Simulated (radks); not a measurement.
Gd, 64 electrons, occupied as [Xe] 4f7 5d1 6s2. Calculated with a radial shooting solver on a logarithmic mesh with Libxc functionals: scalar-relativistic Kohn-Sham, Slater X-alpha with alpha = 0.648, spin-polarised, spherical densities, finite nucleus; open shells are filled with parallel spins first (spin-orbit coupling, left out, can overturn this in heavy ions); Fermi nuclear charge, rms radius 5.1569 fm. Some entries of the table are withheld. Estimate them.

orbital,occ.,eigenvalue (hartree),<r^2> (bohr^2),r(max) (bohr)
1s down,1,-1838.453,0.0006560,0.01393
1s up,1,-1838.453,0.0006560,0.01393
2s up,1,-303.4156,0.01029,0.07909
2s down,1,-303.4111,0.01029,0.07909
2p up,3,-270.1231,0.008292,0.06397
2p down,3,-270.1198,0.008291,0.06397
3s up,1,-67.18440,0.06852,0.2246
3s down,1,-67.08236,0.06840,0.2245
3p up,3,-56.86935,0.06867,0.2204
3p down,3,-56.76806,0.06853,0.2202
3d up,5,-43.19813,0.05769,0.1801
3d down,5,-43.11878,0.05752,0.1800
4s up,1,-13.52870,0.3460,0.5161
4s down,1,-13.29537,0.3460,0.5158
4p up,3,-10.12745,0.3908,0.5386
4p down,3,-9.89561,0.3910,0.5383
4d up,5,-5.41959,0.4708,0.5595
4d down,5,-5.19089,0.4726,0.5591
5s up,1,-1.82422,1.984,1.192
5s down,1,-1.68793,2.046,1.203
5p up,3,-0.99195,2.757,1.349
5p down,3,-0.88217,2.889,1.370
4f up,7,-0.32992,0.9711,0.5670
6s up,1,-0.13478,17.85,3.325
4f down,0,-0.12451,1.153,0.5697
6s down,1,-0.10636,20.99,3.520
5d up,1,(1),9.859,1.967
5d down,0,(2),15.75,2.103

Answer. 
(1) 5d up eigenvalue (hartree): -0.07769
(2) 5d down eigenvalue (hartree): -0.02824
